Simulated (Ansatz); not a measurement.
Reaction (redistribution): `N[SiH2]S[SiH](N)F` + `C[SiH2]C=N` → `N=C[SiH2][SiH2]N` + `CS[SiH](N)F`

Calculated with Ansatz (gas phase, PBE0-D4/def2-TZVP geometries, no zero-point term in ΔE). CBS: MP2 limit from def2 TZ/QZ plus the TZ coupled-cluster correction, frozen cores. DFT in def2-TZVPP. One conformer a species, not always the lowest.

Question: Is it downhill or uphill in electronic energy at CCSD(T)/CBS, and by how much? (Best estimate.)

Answer: The calculation gave: Uphill: ΔE = +30.3 kcal/mol.

Question: What do these levels give: r2SCAN-D4, r2SCAN, HF/def2-TZVPP, SCS-MP2/def2-TZVPP, CCSD(T)/def2-TZVPP, MP2/def2-QZVPP? (Best estimate.)

Answer: Computed: r2SCAN-D4 31.0, r2SCAN 30.8, HF/def2-TZVPP 30.4, SCS-MP2/def2-TZVPP 31.5, CCSD(T)/def2-TZVPP 30.3, MP2/def2-QZVPP 32.8 kcal/mol.

Largest T1 diagnostic among the species: 0.013.

From PBE to PBE0 (25 % exact exchange), in def2-TZVPP and without D4, ΔE moves by +1.3 kcal/mol. The D4 term adds +1.0 kcal/mol with B3LYP and +0.6 kcal/mol with PBE0; it sums over pairs of atoms, weighted by their polarisabilities, and B3LYP, whose exchange is more repulsive, gets the larger term.

B3LYP here is the variant with VWN-RPA as its local correlation; programs differ in this.
